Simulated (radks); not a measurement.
Numerical settings for the rhodium ion Rh2+, [Kr] 4d7. All-electron calculation, scalar-relativistic Kohn-Sham, BLYP, spin-polarised, spherical densities, point nucleus; open shells are filled with parallel spins first (spin-orbit coupling, left out, can overturn this in heavy ions). Program: a radial shooting solver on a logarithmic mesh with Libxc functionals. The defaults (mesh step 0.008 in ln r, mesh end at 40 bohr or more with all orbitals vanishing there, Anderson mixing 0.5 over 9 steps, residual threshold near 1e-9 with the energy settled to 1e-9 hartree or 1e-11 of itself, here a cap of 92 iterations) give E = -4783.7455 hartree and 4d at -24.451 eV in 15 iterations. Run on one thread of a shared host, so times are rough (Arm Neoverse N1): 0.28 s of CPU time, 0.28 s wall, 15 iterations on 2486 mesh points. Changes against that run (0 stands for a change within the tolerance of the run):

| setting | iterations | converged | E (mhartree) | e(4d) (meV) | CPU (s) |
|---|---|---|---|---|---|
| mesh step in ln r 0.03 | 15 | yes | +0.000794 | 0 | 0.1 |
| mesh step in ln r 0.12 | 2 | no | diverged | - | 0.04 |
| mesh step in ln r 0.005 | 15 | yes | 0 | 0 | 0.43 |
| mesh end (bohr) 20 | 15 | yes | 0 | 0 | 0.27 |
| mesh end (bohr) 1 | 92 | level above zero | +1.47e+05 | +3.89e+05 | 1.3 |
| residual threshold 0.1 | 10 | yes | 0 | +0.131 | 0.21 |
| residual threshold 1e-05 | 10 | yes | 0 | +0.131 | 0.21 |
| mixing 1.5 | 14 | yes | 0 | 0 | 0.27 |
| linear mixing, mixing 0.05 | 92 | no | +0.396 | -107 | 1.5 |
| linear mixing, mixing 0.5 | 30 | yes | 0 | 0 | 0.45 |
| mixing history 20 | 20 | yes | 0 | 0 | 0.35 |
| iteration cap 5 | 5 | no | +0.162 | -171 | 0.11 |

Settled on a wrong energy, with an occupied level pushed above zero by the early mesh end: mesh end (bohr) 1 (+147 hartree). Apart from these: no run marked as converged misses the energy by more than 1 mhartree. A mesh that ends early acts as a hard wall.
